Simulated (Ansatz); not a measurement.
Cost and result up the ladder for Be₄ (the lowest singlet isomer of a short search) (4 atoms). The state is a singlet with charge 0. Geometry: B3LYP/def2-TZVP.

```
atom   x (Å)   y (Å)   z (Å)
 Be1   1.039  -0.450   0.536
 Be2   0.118  -0.051  -1.246
 Be3  -0.171   1.189   0.355
 Be4  -0.985  -0.688   0.355
```

Ansatz on 4 threads of Arm Neoverse V1 on a shared host. Times are rough, and most runs start from the orbitals of an earlier one. PBE0/def2-TZVPD serves as the yardstick here, not as an exact answer. Differences are given only for rows in sets of like size (and for xTB, whose basis is part of the method), since another set adds its own error. Binding counts from free atoms at the same level (Be singlet; other spins of the atoms weren't run), without zero-point energy or a counterpoise term.

B3LYP takes the VWN-RPA correlation. HSE06 is defined as in plane-wave codes, on full-range PBE exchange. Correlated methods freeze no core orbitals. The structure comes from a short search, and lower isomers may exist.

Run but left out: HF/STO-3G, HF/6-31G (restricted singlet, unstable in another Hartree–Fock run and untested here).

Correlated methods converge slowly with the basis.

| level | functions | wall time | binding energy per atom (eV) | difference from PBE0/def2-TZVPD (eV) | remarks |
| --- | --- | --- | --- | --- | --- |
| MP2/def2-TZVP | 76 | 0.2 s | 0.96 | -0.23 | restricted SCF unstable |
| PBE/def2-SVP | 36 | 0.25 s | 1.32 | – | – |
| B3LYP/6-31G | 36 | 0.25 s | 1.01 | – | – |
| PBE0/def2-SVP | 36 | 0.25 s | 1.22 | – | – |
| revPBE/def2-TZVP | 76 | 0.35 s | 1.18 | -0.01 | – |
| PBE/def2-TZVP (with forces) | 76 | 0.4 s | 1.30 | 0.11 | – |
| PBE0/def2-TZVPD | 88 | 0.4 s | 1.20 | 0.00 | – |
| HSE06/def2-TZVP | 76 | 0.4 s | 1.21 | 0.01 | – |
| PBE0/def2-TZVP | 76 | 0.45 s | 1.20 | 0.00 | – |
| B2PLYP/def2-TZVP | 76 | 0.55 s | 0.98 | -0.21 | – |
| r2SCANh/def2-TZVP | 76 | 0.8 s | 1.27 | 0.07 | – |
| r2SCAN/def2-TZVPD | 88 | 0.85 s | 1.31 | 0.11 | – |
| CCSD(T)/def2-TZVPP | 76 | 0.85 s | 0.72 | -0.48 | large T1 (0.025), restricted SCF unstable |
| CCSD(T)/def2-TZVPD | 88 | 1.3 s | 0.72 | -0.48 | large T1 (0.025), restricted SCF unstable |
